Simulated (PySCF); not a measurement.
**One change at a time: excitation energies**

Computed with TDDFT PBE0/def2-SVPD, vertical, gas phase, core orbitals frozen in the response in PySCF. Geometries: GFN2-xTB; one conformer of each isolated species. Triplets are in the Tamm–Dancoff approximation. 'Strongest' means the level of largest summed f among the lowest 8 singlets; it needn't be the same kind of state in each.

Parent: `CO[C@@H]1C[C@@H]1[SiH3]`, with lowest singlet excitation energy 6.94 eV, oscillator strength of the strongest level 0.03, HOMO–LUMO gap 8.09 eV, mean static polarisability 78.0 au. Its spectrum: 6.94 eV (f 0.013); 7.30 eV (f 0.012); 7.45 eV (f 0.002); 7.60 eV (f 0.005); 7.64 eV (f 0.025).

(1) Order the derivatives by their lowest singlet excitation, lowest first, with the shift from the parent.
A. H on C replaced by CN: `CO[C@@H]1[C@@H]([SiH3])[C@@H]1C#N`
B. H on C replaced by CH3: `CO[C@@H]1[C@H](C)[C@H]1[SiH3]`
C. H on C replaced by F: `CO[C@@H]1[C@@H](F)[C@@H]1[SiH3]`

(1) A (shift -0.39 eV), B (shift -0.30 eV), C (shift +0.06 eV).

```json
{"change": "H on C replaced by CH3", "SMILES": "CO[C@@H]1[C@H](C)[C@H]1[SiH3]", "Δ S1 (eV)": "-0.30", "Δ f (strongest)": "0.00", "Δ gap (eV)": "-0.36", "Δ α (au)": "+13.1"}
{"change": "H on C replaced by CN", "SMILES": "CO[C@@H]1[C@@H]([SiH3])[C@@H]1C#N", "Δ S1 (eV)": "-0.39", "Δ f (strongest)": "+0.08", "Δ gap (eV)": "-0.32", "Δ α (au)": "+15.0"}
{"change": "H on C replaced by F", "SMILES": "CO[C@@H]1[C@@H](F)[C@@H]1[SiH3]", "Δ S1 (eV)": "+0.06", "Δ f (strongest)": "-0.01", "Δ gap (eV)": "+0.06", "Δ α (au)": "+0.3"}
```

S1 falls most with H on C replaced by CN (-0.39 eV), and it rises most with H on C replaced by F (+0.06 eV). S1 is simply the lowest singlet of each species and needn't be the same kind of state throughout.
